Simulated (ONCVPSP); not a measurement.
Before and after: ONCV potential for samarium

samarium, optimised norm-conserving Vanderbilt (ONCV), made with ONCVPSP 4.0.1 (LDA (Perdew-Wang 92), scalar-relativistic). Core [Kr] 4d10 4f5, reference 5s2 5p6 5d1 6s2. Waves: 5s+6s: rc 2.40 bohr, ncon 4, nbas 7, qcut 4.3 1/bohr, 3 projectors, debl 0.8 Ha; 5p: rc 1.65 bohr, ncon 4, nbas 8, qcut 4.3 1/bohr, 1 projector; 5d: rc 2.30 bohr, ncon 5, nbas 9, qcut 3.5 1/bohr, 3 projectors, debl 0.5 Ha. Local part: polynomial inside 1.05 bohr (lpopt 5, dvloc0 1 Ha). Core correction: Teter function, fcfact 5.75, rcfact 1.75.

All-electron outer shells of the reference configuration (LDA (PZ), scalar-relativistic, ld1.x):

| shell | level (eV) | outermost node (bohr) | outermost maximum (bohr) |
| --- | --- | --- | --- |
| 5s | -46.84 | 0.68 | 1.25 |
| 5p | -26.08 | 0.73 | 1.42 |
| 4f | -8.17 | – | 0.61 |
| 6s | -4.14 | 1.66 | 3.44 |
| 5d | -2.89 | 0.83 | 2.03 |

Change: p: qcut 6.5.

Cutoffs: the cutoffs (Ha) at which the residual kinetic energy of the hardest occupied pseudo-wave falls to 1 and 0.1 mHa per electron; they do not see the model core or the augmentation charge, which bear on the density cutoff. Errors are all-electron minus pseudo energies relative to the spin-unpolarised reference configuration.

Question: What does the change do?

Answer: The potential gets softer (59 Ha and 75 Ha → 17 Ha and 38 Ha); both files keep a bound ghost (d, p, s); of the 4 tests that both files solve, the error grows in 2 and shrinks in 0 by more than 15 % and 0.3 meV (median size 57.7 → 60.1 meV).

| quantity | base | changed |
| --- | --- | --- |
| cutoff, loose | 59 Ha | 17 Ha |
| cutoff, tight | 75 Ha | 38 Ha |
| loose cutoff by channel | s 6.6 Ha, p 59 Ha, d 7.8 Ha | s 6.6 Ha, p 17 Ha, d 7.8 Ha |
| bound ghosts | s, d, p | s, d, p |
| GHOST(+) flags under 300 eV | none | none |
| error for 5s2 5p6 5d1 6s1, meV [ΔE 6.66 eV] | -2.2 | -2.4 |
| error for 5s2 5p6 5d1 6s0, meV [ΔE 18.69 eV] | -8.2 | -9.9 |
| error for 5s2 5p6 5d0 6s0, meV [ΔE 38.59 eV] | -107 | -110 |
| error for 5s1 5p6 5d1 6s2, meV [ΔE 52.34 eV] | -299 | -405 |
| s: phases at 2.43 bohr within 0.05 rad from the reference energy up to (Ha; the scan ends near 5) | to the end of the scan | to the end of the scan |
| p: phases at 1.68 bohr within 0.05 rad from the reference energy up to (Ha; the scan ends near 5) | -0.6 | -0.5 |
| d: phases at 2.33 bohr within 0.05 rad from the reference energy up to (Ha; the scan ends near 5) | to the end of the scan | to the end of the scan |
| rms error of d²Exc/dni dnj with the model core, mHa | 3.24 | 3.29 |

 A true bound ghost makes a file unfit for plane-wave use even where its test errors are small: the radial tests pick states by their node count and pass the ghost by.
